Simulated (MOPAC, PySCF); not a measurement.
[Hf(Cl)(OH)3], neutral singlet in the gas phase. 

Cartesian coordinates (Å):
```xyz
8

Hf     0.0729    -0.1704    -0.0033
Cl     2.2467    -0.9706    -0.6111
O      0.2168     1.6696     0.5530
H      0.1604     2.5865     0.8495
O     -0.6123    -1.2420     1.4460
H     -1.0830    -1.6871     2.1618
O     -1.0925    -0.3102    -1.5325
H     -1.7660    -0.3017    -2.2241
```
Charge 0, spin multiplicity 1.

All levels are single points at this geometry (BP86-D3(BJ)/def2-SVP); Pople sets use spherical d functions. Orbital energies aren't observables, and empty levels follow the basis.

M06-2X/6-31G* (LANL2DZ on Hf) in PySCF gives gap (eV) = 10.39.

Estimate the gap (eV) from each of these levels: B3LYP-D3(BJ)/def2-TZVP in PySCF; PBE-D3(BJ)/def2-TZVP in PySCF; TPSSh-D3(BJ)/def2-TZVP in PySCF; B3LYP/6-311+G** (LANL2DZ on Hf) in PySCF; B3LYP/6-31G* (LANL2DZ on Hf) in PySCF; B3LYP/LANL2DZ in PySCF; BP86/6-31G* (LANL2DZ on Hf) in PySCF; PBE/6-31G* (LANL2DZ on Hf) in PySCF; SVWN5/6-31G* (LANL2DZ on Hf) in PySCF; HF/6-31G* (LANL2DZ on Hf) in PySCF; PM6 in MOPAC; PM7 in MOPAC.


```
level                                     gap (eV)
----------------------------------------  --------
B3LYP-D3(BJ)/def2-TZVP in PySCF               7.81
PBE-D3(BJ)/def2-TZVP in PySCF                 6.24
TPSSh-D3(BJ)/def2-TZVP in PySCF               7.41
B3LYP/6-311+G** (LANL2DZ on Hf) in PySCF      7.76
B3LYP/6-31G* (LANL2DZ on Hf) in PySCF         8.02
B3LYP/LANL2DZ in PySCF                        8.11
BP86/6-31G* (LANL2DZ on Hf) in PySCF          6.33
PBE/6-31G* (LANL2DZ on Hf) in PySCF           6.34
SVWN5/6-31G* (LANL2DZ on Hf) in PySCF         6.31
HF/6-31G* (LANL2DZ on Hf) in PySCF           14.14
PM6 in MOPAC                                  8.10
PM7 in MOPAC                                 11.00
```
